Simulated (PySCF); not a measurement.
**Aluminium: a sound run and one with changed settings**

Sound run: Al²⁺ [Ne] 3s1, Al³⁺ [Ne]. All numbers are calculated (PySCF 2.14, no relativity, point nucleus, in pcseg-2). The sound run starts from symmetry-adapted Hartree-Fock orbitals and uses a fine grid where one is needed.

Changed run: initial guess atom, at most 2 SCF cycles. This setting is unsound on purpose.

```json
{"species": "Al²⁺", "method": "UHF", "sound run (hartree)": "-241.02210", "changed run (hartree)": "-241.02043", "converged": "no"}
{"species": "Al²⁺", "method": "PBE0", "sound run (hartree)": "-241.34326", "changed run (hartree)": "-241.34282", "converged": "no"}
{"species": "Al²⁺", "method": "M06-L", "sound run (hartree)": "-241.44719", "changed run (hartree)": "-241.44659", "converged": "no"}
{"species": "Al³⁺", "method": "UHF", "sound run (hartree)": "-239.99239", "changed run (hartree)": "-239.99237", "converged": "no"}
{"species": "Al³⁺", "method": "PBE0", "sound run (hartree)": "-240.28963", "changed run (hartree)": "-240.28934", "converged": "no"}
{"species": "Al³⁺", "method": "M06-L", "sound run (hartree)": "-240.43193", "changed run (hartree)": "-240.43117", "converged": "no"}
```

The SCF was stopped early; the energies are upper bounds that still move, and correlated levels were skipped or rest on poor orbitals.
